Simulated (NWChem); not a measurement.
System meant: B$_{3}$N$_{3}$H$_{5}$, doublet; SMILES [N]1BNBNB1

The following NWChem deck was run.

```
start job
memory heap 200 mb stack 900 mb global 1100 mb
geometry units angstroms noautoz
  B      1.283730     0.000000    -0.806291
  N      0.000000     0.000000    -1.365344
  B     -1.283730     0.000000    -0.806291
  N     -1.229819     0.000000     0.632498
  B      0.000000     0.000000     1.362860
  N      1.229819     0.000000     0.632498
  H      2.315231     0.000000    -1.432556
  H     -2.315231     0.000000    -1.432556
  H     -2.102324     0.000000     1.146463
  H      0.000000     0.000000     2.572140
  H      2.102324     0.000000     1.146463
end
basis spherical
  * library def2-svp
end
dft
  odft
  mult 2
  xc b3lyp
  iterations 4
  mulliken
end
task dft energy
```

End of the output:

```
     --------------------------
     Expectation value of S2:
     --------------------------
      <S2> =      0.7539 (Exact =     0.7500)

 center of mass
 --------------
 x =   0.00000000 y =   0.00000000 z =  -0.05272894

 moments of inertia (a.u.)
 ------------------
         305.209494370136           0.000000000000           0.000000000000
           0.000000000000         656.448896798947           0.000000000000
           0.000000000000           0.000000000000         351.239402428810

     Multipole analysis of the density
     ---------------------------------

     L   x y z        total         alpha         beta         nuclear
     -   - - -        -----         -----         ----         -------
     0   0 0 0     -0.000000    -21.000000    -20.000000     41.000000

     1   1 0 0     -0.000000     -0.000000     -0.000000      0.000000
     1   0 1 0     -0.000000     -0.000000     -0.000000      0.000000
     1   0 0 1      0.510243      1.518832     -1.008589      0.000000

     2   2 0 0    -22.985752   -114.898040   -112.402998    204.315286
     2   1 1 0     -0.000000     -0.000000     -0.000000      0.000000
     2   1 0 1      0.000000      0.000000     -0.000000      0.000000
     2   0 2 0    -27.181976    -13.755099    -13.426877      0.000000
     2   0 1 1     -0.000000     -0.000000     -0.000000      0.000000
     2   0 0 2    -27.904608   -103.840812    -94.713976    170.650181

 ------------------------------------------------------------------------
 dft energy failed                                                                                  0
 ------------------------------------------------------------------------
 ------------------------------------------------------------------------
  current input line :
    26: task dft energy
 ------------------------------------------------------------------------
 ------------------------------------------------------------------------
 This type of error is most commonly associated with calculations not reaching convergence criteria
 ------------------------------------------------------------------------
 For more information see the NWChem manual at https://nwchemgit.github.io

0:dft energy failed:Received an Error in Communication
```

**Question.** Can this run be used? If not, why, and what is the fix?

**Answer.** The run did not converge; its last values are not results. Cause: the SCF was allowed too few iterations. This input runs:
```
start job
memory heap 200 mb stack 900 mb global 1100 mb
geometry units angstroms noautoz
  B      1.283730     0.000000    -0.806291
  N      0.000000     0.000000    -1.365344
  B     -1.283730     0.000000    -0.806291
  N     -1.229819     0.000000     0.632498
  B      0.000000     0.000000     1.362860
  N      1.229819     0.000000     0.632498
  H      2.315231     0.000000    -1.432556
  H     -2.315231     0.000000    -1.432556
  H     -2.102324     0.000000     1.146463
  H      0.000000     0.000000     2.572140
  H      2.102324     0.000000     1.146463
end
basis spherical
  B library def2-svp
  N library def2-svp
  H library def2-svp
end
dft
  odft
  mult 2
  xc b3lyp
  iterations 150
  mulliken
end
task dft energy
```
It converges to -241.80922 Ha (B3LYP/def2-SVP, spin-unrestricted).
